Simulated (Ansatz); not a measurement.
CH$_{3}$ClF$_{2}$Sn (SMILES [CH3][Sn]([F])([F])[Cl]), singlet, at the geometry of the source list (all electrons, no relativity), with bond 3-2 at 1.8 times its length; SC-NEVPT2/STO-3G, CASSCF(2,3) run with Ansatz (a first-principles code).

The Ansatz input:
Ansatz 0.2 input:
```yaml
crystal:
  periodic: [false, false, false]
  atoms:
    - {symbol: C, position_ang: [-1.29740000, -0.15200000, 0.01960000]}
    - {symbol: Sn, position_ang: [0.89560000, 0.05770000, -0.05110000]}
    - {symbol: F, position_ang: [2.15974000, -0.17270000, 3.28574000]}
    - {symbol: F, position_ang: [1.32020000, 1.93210000, -0.54100000]}
    - {symbol: Cl, position_ang: [2.30640000, -1.22900000, -1.31650000]}
    - {symbol: H, position_ang: [-1.50800000, -1.20420000, 0.16120000]}
    - {symbol: H, position_ang: [-1.67160000, 0.21700000, -0.92790000]}
    - {symbol: H, position_ang: [-1.64320000, 0.44870000, 0.85290000]}
basis:
  gaussian:
    orbitals: STO-3G
magnetization: {spin_polarized: false}
correlation: {method: sc_nevpt2, electrons: all, active_space: {window: {electrons: 2, orbitals: 3}}}
```

**Question.** Write the output that Ansatz gives for this input, abridged.

**Answer.** 
```
Functional definition: HF
708 factors; integrals over basis functions are off by at most 4.6e-5 eV
mean field evaluation 1: about -181025.8609 eV, gradient 2.4e1 eV
mean field evaluation 2: about -181025.9050 eV, gradient 2.4e1 eV
mean field evaluation 4: about -181029.1247 eV, gradient 9.5e0 eV
mean field evaluation 8: about -181022.8458 eV, gradient 8.8e0 eV
mean field evaluation 16: about -181034.4213 eV, gradient 7.1e-2 eV
mean field evaluation 32: about -181032.7115 eV, gradient 2.0e0 eV
mean field -181034.42183904 eV, -6652.8922930461 hartree, gradient 3.8e-6 eV, S^2 0.000000; 3 other end points of the search recorded, 0 dependent functions left out; unrestricted orbitals would lower it
reference -181034.42183904 eV, -6652.8922930461 hartree; 47, 47 occupied and 7, 7 virtual orbitals, 708 factors
state -181040.24384984 eV, -6653.1062479969 hartree
state -181040.24384984 eV, -6653.1062479969 hartree; corrected -181042.92156639 eV, -6653.2046522650 hartree
WARN: 1 active orbitals are nearly empty or full. The corrections depend on them more than the energy does, and are more stable in an active space without them
Total energy: -181042.92156639 eV, -6653.2046522650 hartree
```
